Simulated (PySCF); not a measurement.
Mayer bond orders and bond lengths

Compound: C₆H₉F.
Atom-mapped SMILES: `[CH:1]#[C:2][CH2:3][C@H:4]([F:5])[CH2:6][CH3:7]` (hydrogens: H8 on C1; H9, H10 on C3; H11 on C4; H12, H13 on C6; H14, H15, H16 on C7)

Structure used (GFN2-xTB), in Å, numbered top down from 1:
```
atom  x, y, z in Å
C1     3.016   -0.278    0.477
C2     2.091   -0.527   -0.240
C3     0.960   -0.831   -1.090
C4    -0.362   -0.677   -0.332
F5    -1.377   -1.143   -1.153
C6    -0.656    0.768    0.054
C7    -1.908    0.880    0.916
H8     3.835   -0.062    1.095
H9     1.044   -1.860   -1.451
H10    0.960   -0.163   -1.957
H11   -0.374   -1.327    0.553
H12   -0.787    1.352   -0.860
H13    0.211    1.157    0.591
H14   -2.126    1.922    1.135
H15   -1.775    0.349    1.856
H16   -2.760    0.449    0.395
```

Bond orders from the PBE0/pcSseg-1 density (PySCF). The structure is a single GFN2-xTB conformer in the gas phase; no vibrational or solvent corrections.

**Question.** How far do the computed orders between heavy atoms stray from the drawn ones?

**Answer.** The largest departure is 0.425, at C1–C2 (drawn triple, 2.575). Drawn single, order below 0.88: C4–F5 (0.854). Drawn double or triple, more than 0.30 short of the drawn order: C1–C2 (2.575).

**Question.** Give the Mayer order of every bond between heavy atoms, beside its length.

**Answer.** 
```tsv
bond	drawn as	length (Å)	Mayer order
C1–C2	triple	1.196	2.575
C2–C3	single	1.447	1.023
C3–C4	single	1.532	1.042
C4–F5	single	1.386	0.854
C4–C6	single	1.525	0.997
C6–C7	single	1.524	1.062
```

Bonds between the same two heavy elements. C–C: lowest C4–C6 (0.997, 1.525 Å), highest C1–C2 (2.575, 1.196 Å); in 2 of the 10 pairs the longer bond (by over 0.003 Å) has the higher order (by 0.02 or more).

**Question.** And the bonds to hydrogen?

**Answer.** C–H: 0.91 to 1.15 (9 bonds).

**Question.** Sum the orders of all bonds at each heavy atom with more than one neighbour and set the sums beside the valence in the SMILES.

**Answer.** C1 3.722 (drawn 4), C2 3.598 (drawn 4), C3 3.893 (drawn 4), C4 3.836 (drawn 4), C6 3.936 (drawn 4), C7 3.959 (drawn 4). Orders between atoms that aren't bonded are not in these sums.

For a closed shell the Mayer order of atoms A and B is Σ (PS)μν (PS)νμ over the basis functions μ on A and ν on B, with P the density and S the overlap matrix.

The run behind these numbers computed NMR shieldings as well. The run took 34 s on Arm Neoverse N1, one thread, no GPU (shared host), and the process peaked at 0.75 GiB of memory.
